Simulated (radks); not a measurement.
Xe39+, 15 electrons, occupied as [Ne] 3s2 3p3. Method: scalar-relativistic Kohn-Sham, exchange-only LDA, spin-polarised, spherical densities, point nucleus; open shells are filled with parallel spins first (spin-orbit coupling, left out, can overturn this in heavy ions); computed with a radial shooting solver on a logarithmic mesh with Libxc functionals.

Normalised radial functions P(r) = r R(r), r in bohr:

| r | 3s up | 3p down |
|---|---|---|
| 0.001037 | 0.1714 | 0.0037 |
| 0.001287 | 0.2060 | 0.0054 |
| 0.001598 | 0.2468 | 0.0079 |
| 0.001983 | 0.2942 | 0.0116 |
| 0.002481 | 0.3510 | 0.0171 |
| 0.003079 | 0.4130 | 0.0250 |
| 0.003821 | 0.4815 | 0.0365 |
| 0.004743 | 0.5548 | 0.0530 |
| 0.005934 | 0.6324 | 0.0779 |
| 0.007364 | 0.7031 | 0.1123 |
| 0.00914 | 0.7610 | 0.1608 |
| 0.01134 | 0.7943 | 0.2278 |
| 0.01408 | 0.7869 | 0.3186 |
| 0.01761 | 0.7159 | 0.4429 |
| 0.02186 | 0.5660 | 0.5946 |
| 0.02713 | 0.3208 | 0.7752 |
| 0.03367 | -0.0216 | 0.9723 |
| 0.04212 | -0.4539 | 1.1644 |
| 0.05228 | -0.8809 | 1.2884 |
| 0.06489 | -1.2103 | 1.2832 |
| 0.08053 | -1.3038 | 1.0721 |
| 0.1007 | -1.0166 | 0.5762 |
| 0.125 | -0.3279 | -0.1570 |
| 0.1552 | 0.6413 | -1.0166 |
| 0.1926 | 1.5898 | -1.7667 |
| 0.241 | 2.1563 | -2.1470 |
| 0.2991 | 2.0773 | -1.9896 |
| 0.3712 | 1.5005 | -1.4308 |
| 0.4606 | 0.7980 | -0.7766 |
| 0.5763 | 0.2858 | -0.2906 |
| 0.7153 | 0.0692 | -0.0750 |
| 0.8877 | 0.0101 | -0.0119 |

3s up: eigenvalue -2968.1 eV, 2 radial nodes at r = 0.0333, 0.135 bohr, <r> = 0.276 bohr, 90 % of the charge inside 0.400 bohr. 3p down (empty): eigenvalue -2780.3 eV, 1 radial node at r = 0.120 bohr, <r> = 0.268 bohr, 90 % of the charge inside 0.396 bohr.
